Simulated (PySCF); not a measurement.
Property card for `C[N@H+]([AlH3-])C1CC1`

Species: C4H12AlN.
Atom-mapped SMILES: `[CH3:1][N@H+:2]([AlH3-:3])[CH:4]1[CH2:5][CH2:6]1` (hydrogens: H7, H8, H9 on C1; H10 on N2; H11, H12, H13 on Al3; H14 on C4; H15, H16 on C5; H17, H18 on C6)

Structural features include: cyclopropane ring.

PBE0-D3(BJ)/def2-SVP geometry optimisation, gas phase (PySCF):

- Point group: C1
- Rotational constants A, B, C: 4.284, 1.881, 1.427 GHz

wB97X-D/def2-SVPD ground state, ΔSCF and vertical TDDFT (core frozen in the response) (PySCF):

* Dipole moment: 5.47 D
* HOMO energy: -9.19 eV
* LUMO energy: 1.72 eV
* HOMO–LUMO gap: 10.91 eV
* Lowest singlet excitation: 6.70 eV (185 nm, f = 0.009)
* Strongest line among the 10 lowest singlet transitions: S8 at 8.16 eV (152 nm, f = 0.118)
* Lowest triplet excitation (Tamm–Dancoff): 6.43 eV
* Static isotropic polarisability: 87.8 au
* Vertical ionisation energy: 9.67 eV
* Electronic spatial extent ⟨r²⟩ about the centre of nuclear charge: 907 bohr²

From KT3/pcSseg-1 ground state and GIAO shieldings, non-relativistic (PySCF):

* 13C chemical shifts (computed TMS as zero) by class: 37.1 (C1), 34.6 (C4), 10.0 (C5), 7.1 (C6) ppm
* 1H chemical shifts (computed TMS as zero) by class: 3.81 (H11/H12/H13), 2.54 (H7/H8/H9), 2.11 (H14), 0.98 (H15), 0.64 (H17), 0.52 (H16), 0.22 (H18), 0.21 (H10) ppm
* Isotropic shieldings of nuclei other than C and H, by class: 194 (N2), 435 (Al3) ppm

delta-SCF UKS SCAN, pcX-2 on the ionised atom, pcseg-1 elsewhere, spin-free X2C (PySCF):

* Core binding energies: C1s 291.3 (C6), C1s 291.3 (C5), C1s 292.2 (C4), C1s 292.2 (C1), N1s 406.7 (N2), Al1s 1565.2 (Al3) eV

Monoisotopic mass from the formula: 101.0785 u.

S1 lies 4.21 eV below the HOMO–LUMO gap; its leading configuration is HOMO→LUMO, weight 0.44, beside HOMO→LUMO+1, weight 0.31. With B = h/(8π²I), that is 505.379 GHz u Å² over I, the principal moments of inertia are 118.0, 268.7 and 354.2 u Å² (most abundant isotopes); the inertial defect Ic − Ia − Ib is -32.5 u Å² (zero for a rigid planar frame, negative otherwise). No computed singlet falls in the visible range (750 to 380 nm, 1.65 to 3.26 eV); S1 lies 3.44 eV above its blue end. The principal polarisabilities are 78.4, 88.9 and 96.2 au; their mean is the isotropic value. The largest Löwdin shares of the HOMO are 0.37 on Al3, 0.31 on H13 and 0.24 on H11.

 NMR classes are plain means over equivalent atoms (diastereotopic ones count apart unless rotation or inversion swaps them), as if these changed places fast; in this geometry the members of some classes differ.

The values belong to the conformer `[CH3:1][N@H+:2]([AlH3-:3])[CH:4]1[CH2:5][CH2:6]1`: C1–N2–C4–C5 -149°.
